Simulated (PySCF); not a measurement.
Sc²⁺: excitation energy

Sc²⁺ [Ar] 3d1 (2D) → Sc²⁺ [Ar] 4p1 (2P), as a difference of total energies. All numbers are calculated (PySCF 2.14, the spin-free X2C one-electron Hamiltonian (Gaussian nucleus), in x2c-QZVPPall with one added diffuse shell each of s, p, d, f, g type (12s8p6d4f3g, 121 functions)). Correlated levels: valence and next inner shell: [Ne] frozen. The calculations carry no spin-orbit coupling.

```tsv
method	excitation energy (cm⁻¹)
UHF	59101
LDA	62978
PBE	62401
PBE0	62899
r2SCAN	63564
wB97M-V	63724
M06	61066
BHandHLYP	62949
MP2 (valence and next inner shell)	59829
SCS-MP2 (valence and next inner shell)	60003
```

A first-order spin-orbit estimate (lowest level to lowest level, LS coupling) adds -0.013 eV.
